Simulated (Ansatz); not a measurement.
Spectroscopic constants of SbS, multiplicity 4 (an upper state: multiplicity 2 came lower at CCSD(T)/def2-TZVPP on PBE0 minima). No spin–orbit coupling.

The constants come from a fifth-degree fit in 1/R (seven points, main isotopes). Runs in def2 and cc sets follow the lowest solution found near the PBE0 minimum.

Programs: Ansatz (an electronic-structure program) with Gaussian orbitals. Each number belongs to the level named beside it. In def2 rows elements past Kr take small-core potentials, without spin–orbit coupling.

```json
[
 {"level": "PBE/def2-TZVPP", "r_e (Å)": "2.482", "ω_e (cm⁻¹)": "331", "α_e (cm⁻¹)": "0.00048", "ω_e x_e (cm⁻¹)": "1.1", "dipole (D)": "1.18"},
 {"level": "PBE0/def2-TZVPP", "r_e (Å)": "2.454", "ω_e (cm⁻¹)": "349", "α_e (cm⁻¹)": "0.00047", "ω_e x_e (cm⁻¹)": "1.1", "dipole (D)": "1.31"},
 {"level": "wB97X-V/def2-TZVPP", "r_e (Å)": "2.441", "ω_e (cm⁻¹)": "361", "α_e (cm⁻¹)": "0.00045", "ω_e x_e (cm⁻¹)": "1.0", "dipole (D)": "1.43"},
 {"level": "CCSD/def2-TZVPP", "r_e (Å)": "2.458", "ω_e (cm⁻¹)": "348", "α_e (cm⁻¹)": "0.00049", "ω_e x_e (cm⁻¹)": "1.1", "dipole (D)": "-"},
 {"level": "CCSD(T)/def2-TZVPP", "r_e (Å)": "2.466", "ω_e (cm⁻¹)": "341", "α_e (cm⁻¹)": "0.00051", "ω_e x_e (cm⁻¹)": "1.2", "dipole (D)": "-"}
]
```

Correlated levels freeze the inner cores; with def2 sets outer-core shells near the valence are correlated too.
